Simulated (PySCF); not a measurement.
BrF₃: how level, basis and relativity move the structure

Each row is its own optimisation.

Each entry is the lowest minimum that a search over a few typed start shapes (and spin states, where more than one is plausible) found, or that minimum re-optimised at the stated level; isomers with ligand–ligand bonds, or fragments after loss of a ligand pair, can lie lower. Open shells are unrestricted; no spin–orbit coupling; PySCF with density fitting.

```csv
level,2S+1,point group,mean bond to Br (Å),polar-tensor charge of Br,highest ω (cm⁻¹),gap (eV),atomisation (kJ/mol)
B3LYP/def2-TZVP (no relativity),1,C2v,1.802,1.71,669,4.78,618
PBE/def2-TZVP (no relativity),1,C2v,1.823,1.59,624,2.45,766
PBE0/def2-TZVP (no relativity),1,C2v,1.780,1.74,707,5.53,619
```

Across these levels the mean bond spreads over 0.043 Å and the highest wavenumber over 82 cm⁻¹; all give the same point group.

Levels that gave another bonding pattern or an unsound solution are left out.
